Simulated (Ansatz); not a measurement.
C₂H₅Cl₂In (`C[CH2][In]([Cl])[Cl]`). The species carries charge 0 and has multiplicity 1. Correlated methods include outer-core shells of In, which these sets cover unevenly. In: def2 effective core potential.

```xyz
10

C     0.350   -1.014   -0.942
C    -0.328   -0.619    0.358
In   -0.182    1.475    0.802
Cl    0.996    2.949   -0.565
Cl   -1.124    2.565    2.626
H    -0.085   -0.504   -1.804
H     0.250   -2.090   -1.114
H     1.417   -0.781   -0.936
H     0.102   -1.134    1.221
H    -1.396   -0.848    0.354
```

Give the diagnostics of a CCSD(T)/def2-TZVPP run (frozen core, Ansatz 0.2.0). (An estimate is asked.)

The calculation gave: T1 = 0.0118, largest single amplitude 0.027, largest double 0.034, (T) share of the correlation energy 3.8 %, 9 CCSD cycles. The RHF solution is stable towards an unrestricted one. T1 lies under the customary mark of 0.02 for closed shells.
